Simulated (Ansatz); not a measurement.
C2H7S (SMILES CC[SH2+]), charge +1, singlet, at a GFN2-xTB geometry; B3LYP/cc-pVTZ (Ansatz, an electronic-structure program).

Here is a job for Ansatz.
Ansatz 0.2 input:
```yaml
crystal:
  periodic: [false, false, false]
  atoms:
    - {symbol: C, position_ang: [1.53145653, 0.73564742, 0.10694436]}
    - {symbol: C, position_ang: [0.02726540, 0.87468496, 0.06850411]}
    - {symbol: S, position_ang: [-0.75523355, -0.79638233, -0.18004300]}
    - {symbol: H, position_ang: [-1.99146346, -0.50823109, 0.28749942]}
    - {symbol: H, position_ang: [-0.37068924, 1.30238251, 0.98666784]}
    - {symbol: H, position_ang: [-0.29446314, 1.46595224, -0.78878956]}
    - {symbol: H, position_ang: [1.96823129, 1.72963885, 0.17858664]}
    - {symbol: H, position_ang: [1.86336116, 0.16284318, 0.96947556]}
    - {symbol: H, position_ang: [1.91447533, 0.27099735, -0.79813333]}
    - {symbol: H, position_ang: [-0.35804669, -1.34346000, 0.99269072]}
basis:
  gaussian:
    orbitals: cc-pVTZ
    fitting: {mean_field: cc-pVTZ-JKFIT}
hamiltonian:
  xc: b3lyp
total_charge: 1
```

Output, abridged:

```
Functional definition: B3LYP
489 factors; integrals over basis functions are off by at most 7.2e-1 eV
mean field evaluation 1: about -13003.4405 eV, gradient 7.8e1 eV
mean field evaluation 2: about -12978.3618 eV, gradient 1.2e2 eV
mean field evaluation 4: about -13017.6880 eV, gradient 7.2e0 eV
mean field evaluation 8: about -13017.8121 eV, gradient 9.9e-2 eV
mean field -13017.81214203 eV, -478.3957724297 hartree, gradient 5.4e-5 eV, S^2 0.000000; 0 other end points of the search recorded, 0 dependent functions left out
reference -13017.81237265 eV, -478.3957809049 hartree; 17, 17 occupied and 175, 175 virtual orbitals, 489 factors
Total energy: -13017.81237265 eV, -478.3957809049 hartree
```
